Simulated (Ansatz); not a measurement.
`C[NH][GeH]([OH])[Cl]`, charge 0, multiplicity 1.

Problem. Give a relaxed structure at PBE0-D4/def2-TZVP (Ansatz 0.2.0). (Best estimate.)

Solution. The calculation gave: 
Z-matrix (Å, degrees):
```
C
N 1 1.454
H 1 1.093 2 110.1
H 1 1.096 2 113.7 3 -121.9
H 1 1.092 2 109.5 3 117.8
Ge 2 1.812 1 120.1 3 -161.2
H 2 1.010 1 112.6 3 60.4
Cl 6 2.152 2 113.6 1 -49.3
O 6 1.767 2 107.9 1 63.5
H 6 1.531 2 110.1 1 -171.5
H 9 0.961 6 110.8 2 40.6
```
This is one stationary point; other conformers may exist.
